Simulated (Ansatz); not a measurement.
A run for Ansatz (a first-principles code): R-CCSD(T)/aug-cc-pVQZ on H2 (SMILES [H][H]) with ghost functions, monomers drawn apart or pushed together.

Ansatz 0.2 input:
```yaml
crystal:
  periodic: [false, false, false]
  atoms:
    - {symbol: H, position_ang: [-0.08683358, -0.48912519, 2.60344492]}
    - {symbol: H, position_ang: [0.01219208, 0.24721261, 2.67398097]}
basis:
  gaussian:
    orbitals: aug-cc-pVQZ
    ghost_atoms:
      - {symbol: F, position_ang: [-0.08209952, 0.19386140, -0.50397270]}
      - {symbol: H, position_ang: [-0.06940098, 0.09894462, 0.41765146]}
magnetization: {spin_polarized: false}
correlation: {method: ccsd_t, electrons: outside_noble_gas}
scf: {lower_state_search: off}
```

It printed:

```
WARN ansatz: RAYON_NUM_THREADS=1 ignored (pool sized by the plan → 1); use --threads N
Functional definition: HF
these checks for a lower state are left out or cut short: stability, starts, cluster_reference, orbital_swaps, neighbouring_geometries, increment
integrals: 1.06 GiB planned
1281 factors; integrals over basis functions are off by at most 1.2e-3 eV
mean field: 0.47 GiB planned
mean field evaluation 1: about -30.7503 eV, gradient 3.6e0 eV
mean field evaluation 2: about -30.7502 eV, gradient 3.6e0 eV
mean field evaluation 4: about -30.8414 eV, gradient 7.1e-2 eV
mean field evaluation 8: about -30.8414 eV, gradient 2.6e-7 eV
mean field -30.84144369 eV, -1.1334021507 hartree, gradient 2.6e-7 eV, S^2 0.000000; 0 other end points of the search recorded, 0 dependent functions left out
reference -30.84144369 eV, -1.1334021507 hartree; 1, 1 occupied and 217, 217 virtual orbitals, 1281 factors
second order -0.90578186 eV of doubles, -0.00000000 eV of singles
coupled cluster: 1.07 GiB planned
cycle   1  -1.03363294 eV  change   -1.3e-1 eV  update   2.5e-2
cycle   2  -1.10118545 eV  change   -6.8e-2 eV  update   9.2e-3
cycle   3  -1.10069553 eV  change    4.9e-4 eV  update   1.1e-3
cycle   4  -1.10108447 eV  change   -3.9e-4 eV  update   2.6e-4
cycle   5  -1.10107272 eV  change    1.2e-5 eV  update   4.3e-5
cycle   6  -1.10105564 eV  change    1.7e-5 eV  update   1.1e-5
cycle   7  -1.10105403 eV  change    1.6e-6 eV  update   2.6e-6
cycle   8  -1.10105448 eV  change   -4.5e-7 eV  update   6.5e-7
perturbative correction 0.00000000 eV, 0.0000000000 hartree
Total energy: -31.94249818 eV, -1.1738651566 hartree
Checks for a lower state left out: stability, starts, cluster_reference, orbital_swaps, neighbouring_geometries, increment
```

Self-consistency was reached.

Cost: very roughly 4 core-minutes.
